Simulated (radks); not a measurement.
Results of a calculation; reference values are marked as such.
Problem. Neutral titanium: order these configurations by energy. Code: a radial shooting solver on a logarithmic mesh with Libxc functionals. Model: non-relativistic Kohn-Sham, PBE, spin-polarised, spherical densities, point nucleus. Open shells are filled with parallel spins first. [Ar] 3d1 4s2 4p1; [Ar] 3d2 4s1 4p1; [Ar] 3d2 4s2; [Ar] 3d3 4p1; [Ar] 3d3 4s1; [Ar] 3d4.

Solution. From the lowest, in eV above it: [Ar] 3d3 4s1 0.000; [Ar] 3d2 4s2 0.352; [Ar] 3d4 2.019; [Ar] 3d2 4s1 4p1 2.336; [Ar] 3d3 4p1 2.784; [Ar] 3d1 4s2 4p1 5.525.
